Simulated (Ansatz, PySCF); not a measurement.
Species: HI (charge +1, doublet). 
Structure (B3LYP-D3(BJ)/def2-TZVP (Ansatz, a first-principles code) minimum search):
```xyz
2

I      0.0000     0.0000    -0.0303
H      0.0000     0.0000     1.6079
```
Charge +1, spin multiplicity 2.

Total electronic energies in hartree. Correlated levels leave the core frozen unless marked. UHF or UKS for open shells. Spin-orbit coupling is left out. Frozen are the shells of the preceding noble gas and the d and f shells that filled before the atom's block. In def2 rows, elements after Kr have scalar-relativistic effective core potentials. STO-3G rows are all-electron and non-relativistic. CBS(X,Y): correlation extrapolated as X^-3; Hartree-Fock from the larger set. [CCSD(T)-MP2]/basis is that difference in the basis named.

```tsv
level	program	energy (Eh)
HF/def2-SVP	Ansatz	-296.87597
HF/def2-TZVPD	PySCF	-296.88908
HF/def2-TZVPP	Ansatz	-296.88932
RI-HF/def2-QZVPP	Ansatz	-296.89108
BLYP-D4/def2-TZVPD	Ansatz + dftd4	-297.86887
revPBE/def2-TZVPD	Ansatz	-297.96576
TPSS-D3(BJ)/def2-TZVPD	PySCF + dftd3	-297.81035
r2SCAN-D3(BJ)/def2-TZVPD	Ansatz + dftd3	-298.03276
PBE0-D4/def2-TZVPD	Ansatz + dftd4	-297.93032
TPSSh-D3(BJ)/def2-TZVPD	PySCF + dftd3	-297.83008
r2SCANh-D4/def2-TZVPD	Ansatz + dftd4	-298.02223
r2SCANh/def2-TZVPD	Ansatz	-298.02217
HSE06-D4/def2-TZVPD	Ansatz + dftd4	-297.92863
LC-wPBE/def2-TZVPD	Ansatz	-297.95675
B2GP-PLYP-D3(BJ)/def2-TZVPD	Ansatz + dftd3	-297.56616
MP2/STO-3G	Ansatz	-6850.98121
MP2/def2-SVP	Ansatz	-296.96213
RI-MP2/def2-QZVPP	Ansatz	-297.02509
RI-MP2/CBS(def2-TZVPP,def2-QZVPP)	Ansatz	-297.0359
SCS-MP2/def2-QZVPPD	Ansatz	-297.03025
CCSD(T)/def2-QZVPP	Ansatz	-297.05095
RI-MP2/CBS(def2-TZVPPD,def2-QZVPPD)+[CCSD(T)-MP2]/def2-TZVPPD	Ansatz	-297.0615
CCSD(T)/CBS(def2-TZVPPD,def2-QZVPPD)	Ansatz	-297.0615
```

Totals of different functionals don't rank their quality; only differences between species are comparable.
